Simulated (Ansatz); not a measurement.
The Ge1–H2 bond of GeH2O (SMILES [OH][GeH]) is stretched (multiplicity 1, the rest rigid).
Geometry at rest (charge 0, multiplicity 1):
```xyz
4

Ge    -0.235    -0.201     0.247
H     -1.411    -0.032    -0.859
O      1.025     0.681    -0.689
H      0.738     1.016    -1.545
```

Cores are frozen in the correlated methods. Filled d and f shells under p-block atoms count as core.

Programs: Ansatz (an electronic-structure program). Values without a source in brackets are computed.

FIC-MRCISD+Q on CASSCF(2,2)/cc-pVTZ, total energies (hartree):

```
R (Å)        CASSCF        MRCISD  weight c² of the reference
-----  ------------  ------------  --------------------------
1.623  -2151.472789  -2151.794195                     0.90980
2.840  -2151.400171  -2151.713448                     0.91011
5.194  -2151.372082  -2151.682256                     0.91104
```

Problem. Add the Davidson correction (E_MRCISD − E_CASSCF)(1 − c²)/c² and give the energies above the first point at the three levels.

Solution. 
Corrections (hartree): -0.031865, -0.030943, -0.030288. Above the first point (kcal/mol):
- R = 2.840 Å: CASSCF 45.6, MRCISD 50.7, with the correction 51.2
- R = 5.194 Å: CASSCF 63.2, MRCISD 70.2, with the correction 71.2
